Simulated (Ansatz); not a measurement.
A run for Ansatz (an electronic-structure program): R-CCSD(T)/cc-pVTZ on GaH4N (SMILES [NH2][GaH2]), a point of a torsion scan. The run froze 15 orbitals, filled d shells among them.

Ansatz 0.2 input:
```yaml
crystal:
  periodic: [false, false, false]
  atoms:
    - {symbol: N, position_ang: [-0.94751521, -0.04780580, -0.01311580]}
    - {symbol: Ga, position_ang: [0.85281836, -0.10222827, -0.02519762]}
    - {symbol: H, position_ang: [-1.51488929, 0.75237863, 0.24285983]}
    - {symbol: H, position_ang: [-1.56534367, -0.81159918, -0.26346489]}
    - {symbol: H, position_ang: [1.56374901, -1.41091190, -0.44457877]}
    - {symbol: H, position_ang: [1.64722955, 1.15992548, 0.38685863]}
basis:
  gaussian:
    orbitals: cc-pVTZ
magnetization: {spin_polarized: false}
correlation: {method: ccsd_t, electrons: outside_noble_gas}
scf: {lower_state_search: off}
```

**Question.** Give the final energy of this run.

**Answer.** -1980.4316 hartree (reference determinant -1980.0915, T1 diagnostic 0.012).

**Question.** How many basis functions does it have, and what does it roughly cost on one machine?

**Answer.** 129 functions; around 6 core-seconds (rough).
